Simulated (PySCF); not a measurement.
# Radial density of C⁺ (carbon, charge +1)

MN15, [He] 2s2 2p1, 2P determinant. Calculation: PySCF 2.14, in cc-pVDZ (3s2p1d, 14 functions); no relativity, point nucleus.

| r (bohr) | 4πr²ρ (e/bohr) | 4πr²(ρα − ρβ) |
| --- | --- | --- |
| 0.00555 | 0.04612 | 0.0000 |
| 0.00933 | 0.1253 | 0.0000 |
| 0.0157 | 0.3273 | 0.0001 |
| 0.0264 | 0.8164 | 0.0001 |
| 0.0444 | 1.862 | 0.0004 |
| 0.0747 | 3.687 | 0.0014 |
| 0.126 | 5.730 | 0.0061 |
| 0.211 | 6.007 | 0.0317 |
| 0.355 | 3.379 | 0.1319 |
| 0.598 | 1.390 | 0.3654 |
| 1.01 | 2.016 | 0.6286 |
| 1.69 | 1.473 | 0.4550 |
| 2.85 | 0.2307 | 0.0806 |
| 4.79 | 0.006410 | 0.0037 |
